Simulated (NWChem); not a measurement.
# trichlorofluoromethane (CCl3F); SMILES FC(Cl)(Cl)Cl

```xyz
5

F      0.0000     0.0000     1.5891
C      0.0000     0.0000     0.2517
Cl     0.8319    -1.4803    -0.3095
Cl     0.8660     1.4606    -0.3095
Cl    -1.6979     0.0197    -0.3095
```
Atoms are numbered in this order, from 1.

Results from NWChem. Pople sets run with spherical d functions. Geometry: optimised at B3LYP/6-31G* (spherical d). Not confirmed as a minimum by frequencies. GIAO values for the isolated, static molecule; σ is the absolute isotropic shielding.

```
level                                                        σ F1 (ppm)  σ C2 (ppm)  σ Cl3 (ppm)  relative time
-----------------------------------------------------------  ----------  ----------  -----------  -------------
Hartree-Fock/6-31G*                                               260.2        75.6        524.2             10
B3LYP/6-31G*                                                      181.1        44.0        378.9             10
B3LYP/6-311G**                                                    152.1        32.4        366.9             20
PBE/pcSseg-1                                                      129.9        22.9        308.0             10
PBE0/pcSseg-1                                                     164.1        34.0        360.3             10
KT2/pcSseg-1                                                      123.4        33.0        323.7              9
LDA (Slater exchange, VWN5)/pcSseg-1                              124.5        18.1        274.8              8
BHandHLYP/pcSseg-1                                                192.4        37.9        384.1             10
PBE0/pcSseg-2                                                     162.9        28.3        371.4             80
B3LYP/IGLO-III                                                    156.3        20.4        324.1             60
Hartree-Fock/STO-3G                                               384.9       125.7        896.9              1
PBE0/6-31G*                                                       186.0        51.4        402.6             10
PBE0/def2-SVP                                                     202.8        41.6        481.4              7
PBE/x2c-SVPall-s, scalar ZORA without spin-orbit coupling         149.4        23.0        391.1             30
PBE0/x2c-SVPall-s, scalar ZORA without spin-orbit coupling        183.6        34.1        440.7             30
PBE0/x2c-TZVPall-s, scalar ZORA without spin-orbit coupling       162.3        30.1        365.3            100
```

Relative times are rough (shared machine, one core).
